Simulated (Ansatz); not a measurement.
C$_{2}$H$_{6}$AlCl. Total charge 0; spin multiplicity 1. The bonds changed during the relaxation, so this is another structure than the one it started from. The geometry is a stationary point of PBE0-D4/def2-TZVP. It is one conformer, not always the lowest.

```xyz
10

Al   -0.811   -0.084   -1.113
C     0.052    0.113    1.220
C     1.114   -0.206    0.470
Cl   -0.593    1.960   -1.676
H     0.027   -1.139   -1.945
H    -2.167   -0.477   -0.395
H    -0.486   -0.635    1.791
H    -0.287    1.140    1.313
H     1.478   -1.224    0.405
H     1.672    0.553   -0.070
```

Q: What is the dipole moment at r2SCAN/def2-TZVPP? (An estimate is asked.)

A: The calculation gave: 3.65 D, with components (1.63, -1.44, 2.93) D in this frame, pointing from negative to positive charge.

Q: And with PBE, B3LYP, ωB97M-V? (Best estimate.)

A: The calculation gave: PBE 3.49 D, B3LYP 3.65 D, ωB97M-V 3.72 D.

Q: Give the Mulliken charges with r2SCAN, B3LYP, ωB97M-V in def2-TZVPP. (Best estimate.)

A: Computed: 
```json
{"atom": "Al1", "r2SCAN": "0.50", "B3LYP": "0.47", "ωB97M-V": "0.38"}
{"atom": "C2", "r2SCAN": "-0.17", "B3LYP": "-0.22", "ωB97M-V": "-0.23"}
{"atom": "C3", "r2SCAN": "-0.17", "B3LYP": "-0.22", "ωB97M-V": "-0.23"}
{"atom": "Cl4", "r2SCAN": "-0.33", "B3LYP": "-0.32", "ωB97M-V": "-0.29"}
{"atom": "H5", "r2SCAN": "-0.18", "B3LYP": "-0.17", "ωB97M-V": "-0.14"}
{"atom": "H6", "r2SCAN": "-0.18", "B3LYP": "-0.17", "ωB97M-V": "-0.14"}
{"atom": "H7", "r2SCAN": "0.12", "B3LYP": "0.15", "ωB97M-V": "0.16"}
{"atom": "H8", "r2SCAN": "0.15", "B3LYP": "0.16", "ωB97M-V": "0.17"}
{"atom": "H9", "r2SCAN": "0.12", "B3LYP": "0.15", "ωB97M-V": "0.16"}
{"atom": "H10", "r2SCAN": "0.15", "B3LYP": "0.16", "ωB97M-V": "0.17"}
```

B3LYP here is the variant with VWN-RPA as its local correlation; programs differ in this.
